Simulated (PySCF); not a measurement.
## Rh²⁺ (rhodium, charge +2): UHF calculation

Configuration: [Kr] 4d6 5p1, one real determinant (an excited configuration). All numbers are calculated (PySCF 2.14, the spin-free X2C one-electron Hamiltonian (Gaussian nucleus), in x2c-TZVPPall (8s6p6d2f1g, 79 functions)).

```
Total energy                                                  : -4779.971114 hartree
One-electron energy                                           : -6551.1352 hartree
Hartree (Coulomb) energy                                      : 1908.1549 hartree
Exchange energy                                               : -136.9908 hartree
⟨S²⟩                                                          : 8.7525
⟨L²⟩                                                          : 8.035
Sum of ⟨r⟩                                                    : 27.63 bohr
Sum of ⟨r²⟩                                                   : 37.52 bohr²
Traceless quadrupole moment −½Σ⟨3z² − r²⟩ along its main axis : -3.87 e·bohr²
Langevin diamagnetic susceptibility                           : -29.7 ×10⁻⁶ cm³/mol
```

```
shell  electrons  mean orbital energy (hartree)  spread (hartree)  rms radius, mean of both spins (bohr)
 1s α          1                     -858.79880                 0                                 0.0374
 1s β          1                     -858.79764                 0                                 0.0374
 2s α          1                     -128.41148                 0                                  0.154
 2s β          1                     -128.36356                 0                                  0.154
 2p α          3                     -114.98967           0.01448                                  0.137
 2p β          3                     -114.94124           0.00348                                  0.137
 3s α          1                      -25.08710                 0                                  0.415
 3s β          1                      -25.06094                 0                                  0.415
 3p α          3                      -20.55650           0.02641                                  0.418
 3p β          3                      -20.52395           0.01200                                  0.418
 3d α          5                      -13.30873           0.02655                                  0.403
 3d β          5                      -13.24040           0.04633                                  0.403
 4s α          1                       -4.84267                 0                                   1.04
 4s β          1                       -4.56812                 0                                   1.04
 4p α          3                       -3.48404           0.06074                                   1.14
 4p β          3                       -3.13509           0.06666                                   1.14
 4d α          5                       -1.44980           0.06143                                   1.49
 4d β          1                       -1.30031                 0                                   1.49
 5p α          1                       -0.69036                 0                                   3.31
```

⟨L²⟩ = 8.03 against 12 for a pure F term, so this real determinant mixes terms.

Densities and radii are taken from the X2C orbitals without a picture-change correction, which distorts them close to the nucleus.

Spin-orbit constants ζ (cm⁻¹) from the X2C one-electron operator on these orbitals: bare nucleus, nucleus screened by l(l+1)(2l+1)/3 electrons, and screened by the Breit-Pauli mean field of the electrons.

```csv
shell,bare,screened nucleus,mean field
2p,782000,747200,731800
3p,136400,130300,127200
3d,19790,15390,14700
4p,20560,19650,19120
4d,1893,1473,1367
5p,2071,1978,1922
```

To first order the Landé constant is A = -54.14 cm⁻¹, so the lowest level has J = 11/2 and lies 0.0503 eV below the centre of the term. This holds in LS coupling only.
